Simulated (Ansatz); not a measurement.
tris(4-fluorophenyl)sulfonium, `Fc1ccc([S+](c2ccc(F)cc2)c2ccc(F)cc2)cc1`. Charge 1, multiplicity 3. Geometry PBE-D4/def2-SVP, that of the charge +1 singlet; atoms count from 1.

```
atom   x (Å)   y (Å)   z (Å)
  F1  -3.915   1.328   3.689
  C2  -3.052   0.762   2.852
  C3  -2.767   1.398   1.633
  C4  -1.859   0.806   0.750
  C5  -1.257  -0.412   1.111
  S6  -0.085  -1.253   0.046
  C7   1.522  -0.625   0.535
  C8   2.627  -1.424   0.182
  C9   3.912  -0.994   0.525
 C10   4.062   0.211   1.230
 F11   5.283   0.615   1.565
 C12   2.958   0.998   1.599
 C13   1.672   0.578   1.247
 C14  -0.373  -0.573  -1.589
 C15   0.331   0.546  -2.070
 C16   0.051   1.017  -3.357
 C17  -0.922   0.361  -4.130
 F18  -1.183   0.811  -5.353
 C19  -1.618  -0.763  -3.653
 C20  -1.334  -1.241  -2.371
 C21  -1.555  -1.059   2.326
 C22  -2.457  -0.459   3.210
 H23  -3.266   2.347   1.390
 H24  -1.635   1.284  -0.215
 H25   2.491  -2.372  -0.361
 H26   4.803  -1.586   0.267
 H27   3.123   1.929   2.161
 H28   0.797   1.175   1.541
 H29   1.098   1.041  -1.456
 H30   0.581   1.885  -3.776
 H31  -2.361  -1.253  -4.298
 H32  -1.862  -2.127  -1.986
 H33  -1.090  -2.022   2.584
 H34  -2.719  -0.929   4.169
```

At PBE0-D4/def2-SVP a singlet of charge 1 lies 3.97 eV below the triplet at the same geometry.

Estimate the Mulliken populations of the heavy atoms from the PBE0/def2-SVP orbitals of Ansatz.


```json
{"atom": "F1", "charge (e)": "-0.17", "spin (α − β)": "0.00"}
{"atom": "C2", "charge (e)": "0.31", "spin (α − β)": "0.01"}
{"atom": "C3", "charge (e)": "-0.07", "spin (α − β)": "0.00"}
{"atom": "C4", "charge (e)": "0.03", "spin (α − β)": "0.01"}
{"atom": "C5", "charge (e)": "-0.19", "spin (α − β)": "0.00"}
{"atom": "S6", "charge (e)": "0.31", "spin (α − β)": "0.02"}
{"atom": "C7", "charge (e)": "-0.14", "spin (α − β)": "0.66"}
{"atom": "C8", "charge (e)": "0.01", "spin (α − β)": "0.42"}
{"atom": "C9", "charge (e)": "-0.04", "spin (α − β)": "-0.18"}
{"atom": "C10", "charge (e)": "0.27", "spin (α − β)": "0.64"}
{"atom": "F11", "charge (e)": "-0.15", "spin (α − β)": "0.09"}
{"atom": "C12", "charge (e)": "-0.02", "spin (α − β)": "0.38"}
{"atom": "C13", "charge (e)": "0.00", "spin (α − β)": "-0.14"}
{"atom": "C14", "charge (e)": "-0.19", "spin (α − β)": "0.08"}
{"atom": "C15", "charge (e)": "0.03", "spin (α − β)": "0.00"}
{"atom": "C16", "charge (e)": "-0.07", "spin (α − β)": "0.00"}
{"atom": "C17", "charge (e)": "0.31", "spin (α − β)": "0.01"}
{"atom": "F18", "charge (e)": "-0.17", "spin (α − β)": "0.00"}
{"atom": "C19", "charge (e)": "-0.08", "spin (α − β)": "0.00"}
{"atom": "C20", "charge (e)": "0.07", "spin (α − β)": "0.00"}
{"atom": "C21", "charge (e)": "0.07", "spin (α − β)": "0.01"}
{"atom": "C22", "charge (e)": "-0.08", "spin (α − β)": "-0.01"}
```
Mulliken values depend strongly on the basis.

Where does the spin sit?

Summed by element: F 0.10, C 1.92, S 0.02, H -0.04, of 2 unpaired in all. Largest on single atoms: C7 0.66, C10 0.64, C8 0.42.

And the Mayer bond orders between heavy atoms (over 0.3)?

F1–C2 1.09 (1.33 Å); C2–C3 1.34 (1.40 Å); C2–C22 1.34 (1.40 Å); C3–C4 1.40 (1.40 Å); C4–C5 1.37 (1.41 Å); C5–S6 0.94 (1.79 Å); C5–C21 1.33 (1.41 Å); S6–C7 1.03 (1.79 Å); S6–C14 0.88 (1.79 Å); C7–C8 0.95 (1.41 Å); C7–C13 1.18 (1.41 Å); C8–C9 1.59 (1.40 Å); C9–C10 1.19 (1.40 Å); C10–F11 1.14 (1.33 Å); C10–C12 0.99 (1.40 Å); C12–C13 1.59 (1.40 Å); C14–C15 1.37 (1.41 Å); C14–C20 1.32 (1.41 Å); C15–C16 1.40 (1.40 Å); C16–C17 1.34 (1.41 Å); C17–F18 1.09 (1.33 Å); C17–C19 1.34 (1.41 Å); C19–C20 1.43 (1.40 Å); C21–C22 1.42 (1.40 Å).
